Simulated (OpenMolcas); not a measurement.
**Exact exchange and the HOMO–LUMO gap of GeSiH4O**

GeSiH4O has 7 atoms, charge 0, and is taken as a singlet. As SMILES, `[SiH3][O][GeH]`. The coordinates come from a PBE0-D4/def2-TZVP relaxation. This is one conformer, not always the lowest.

The HOMO–LUMO gap y, in eV, basis def2-SVP; a is the functional's share of exact exchange. Programs: OpenMolcas 26.06.

| functional | program | a | y (eV) |
| --- | --- | --- | --- |
| TPSS | OpenMolcas | 0 | 2.58 |
| BLYP | OpenMolcas | 0 | 2.36 |
| B3LYP | OpenMolcas | 0.2 | ? |
| PBE0 | OpenMolcas | 0.25 | 4.31 |
| BHLYP | OpenMolcas | 0.5 | 6.21 |

Fit y = c + s·a to the known rows and predict B3LYP.


1. Means of the 4 rows: a = 0.1875, y = 3.865.
2. Σ(Δa)² = 0.17188, Σ(Δa·Δy) = 1.2837, so the slope is 1.2837/0.17188 = 7.4686.
3. Intercept: 3.865 − (7.4686) × 0.1875 = 2.465. The largest residual of the fit is 0.12.
4. B3LYP: 2.465 + (7.4686) × 0.2 = 3.96 eV.

The run gave 3.91 eV, so the prediction is off by +0.05 eV, within the largest residual. Exact exchange lowers occupied levels and raises empty ones. The rows mix families of semi-local functionals, which the line can't see.
